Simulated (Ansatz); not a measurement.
`F[CH2][GeH2][Br]` + H₂O → `[OH][GeH2][Br]` + fluoromethane at 700 K and 1 bar (formal hydrolysis of a Ge–C bond).

Computed with Ansatz on PBE0-D4/def2-TZVP structures; ΔE is electronic, products minus reactants. CCSD(T)/CBS adds triple-zeta CCSD(T) − MP2 to the extrapolated MP2 energy (def2 sets, frozen cores). This one scheme is used for every species. For Br, Ge outer-core shells are correlated without core-valence functions, which leaves a few kJ/mol of doubt a bond. Scalar relativity is left out up to krypton. Each species was taken in one conformer, which may not be the lowest.

| species | CCSD(T)/CBS energy (Eh) | H − E (kJ/mol) | S (J/(mol·K)) |
| --- | --- | --- | --- |
| `F[CH2][GeH2][Br]` | -4789.70402 | 186.8 | 443.1 |
| H₂O | -76.37941 | 80.5 | 218.4 |
| `[OH][GeH2][Br]` | -4726.46896 | 132.9 | 392.0 |
| `CF` | -139.63461 | 133.6 | 263.9 |

H − E and S are ideal-gas, rigid-rotor, harmonic terms from PBE0-D4/def2-TZVP, for one conformer and one mirror image of each species. 1 Eh = 2625.50 kJ/mol, R = 8.31446 J/(mol·K).

Problem. By hand: ΔE, ΔH, ΔS and ΔG.

Solution. ΔE = (-4726.46896) + (-139.63461) − (-4789.70402) − (-76.37941) = -0.02014 Eh = -52.9 kJ/mol. Δ(H − E) = 132.9 + 133.6 − 186.8 − 80.5 = -0.8, so ΔH = -53.7 kJ/mol. ΔS = 392.0 + 263.9 − 443.1 − 218.4 = -5.6 J/(mol·K). ΔG = -53.7 − 700 × (-5.6)/1000 = -49.8 kJ/mol.

Problem. By hand: the equilibrium constant, and the temperature at which ΔG would vanish if ΔH and ΔS stayed fixed.

Solution. log₁₀ K = −ΔG/(RT ln 10) = 3.7. ΔG = 0 at ΔH/ΔS = 9589 K, far beyond where these terms or the molecules hold.

The number of gas molecules stays the same, so ΔS is small and ΔH decides. A doubt of 5 kJ/mol in ΔE shifts log₁₀ K by 0.4 here. Other conformers and mirror images would add mixing entropy, several J/(mol·K) or more a flexible species. These are equilibria of isolated gas molecules and say nothing of rates. Largest T1 diagnostic: 0.010 (customary marks: 0.02 for closed shells, 0.045 for open ones).
